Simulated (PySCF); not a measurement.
**Radial density of Cd(24+) (cadmium, charge +24)**

UHF, [Ar] 3d6, high-spin 5D determinant. Computed with PySCF 2.14 in an uncontracted even-tempered set (17 s from 2.9 bohr⁻², ratio 2.5; 11 p from 3.8 bohr⁻², ratio 2.5; 8 d from 3.8 bohr⁻², ratio 2.5; 4 f from 16 bohr⁻², ratio 2.7; 3 g from 24 bohr⁻², ratio 2.7), with the non-relativistic Hamiltonian (point nucleus).

| r (bohr) | 4πr²ρ (e/bohr) | 4πr²(ρα − ρβ) |
| --- | --- | --- |
| 0.000493 | 0.2262 | 0.0000 |
| 0.000829 | 0.6196 | 0.0000 |
| 0.00140 | 1.660 | -0.0001 |
| 0.00235 | 4.288 | -0.0001 |
| 0.00395 | 10.41 | -0.0003 |
| 0.00664 | 22.75 | -0.0007 |
| 0.0112 | 41.86 | -0.0013 |
| 0.0188 | 58.33 | -0.0009 |
| 0.0316 | 56.52 | 0.0143 |
| 0.0531 | 54.47 | 0.2038 |
| 0.0894 | 74.85 | 1.7144 |
| 0.150 | 53.41 | 7.7760 |
| 0.253 | 48.23 | 14.1326 |
| 0.425 | 27.94 | 6.0426 |
| 0.716 | 1.184 | 0.2522 |
| 1.20 | 0.002127 | 0.0005 |

A non-relativistic calculation at this Z misses sizeable relativistic shifts. Spin-orbit coupling, absent here, splits the open shell strongly.
